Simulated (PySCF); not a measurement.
Compound: Si5H12.
Numbering: `[SiH3:1][Si:2]([SiH3:3])([SiH3:4])[SiH3:5]` (hydrogens: H6, H7, H8 on Si1; H9, H10, H11 on Si3; H12, H13, H14 on Si4; H15, H16, H17 on Si5)

Computed, not measured: PBE0-D3(BJ)/def2-TZVP geometry optimisation, gas phase in PySCF 2.14.0.

Problem. List the bond lengths and angles at this level.

Solution. 
```
                    bond  length (pm)
Si1–Si2 and 3 like bonds        233.6
Si1–H6 and 11 like bonds        148.8
```

Bonds in one row agree within 1 pm and their mean is given. A selection of angles:
```
      angle  degrees
 Si2–Si1–H6    110.0
 Si2–Si1–H8    110.6
  H6–Si1–H7    108.6
Si1–Si2–Si3    110.0
```

Si1 (SiH3 silicon) is tetrahedral (angles from 108.6° to 110.6°). All 4 Si–Si bonds measure 2.335 to 2.336 Å. Si2 (four-coordinate silicon) is tetrahedral (angles from 108.5° to 110.4°).

Not checked by PBE0-D3(BJ)/def2-TZVP frequencies.
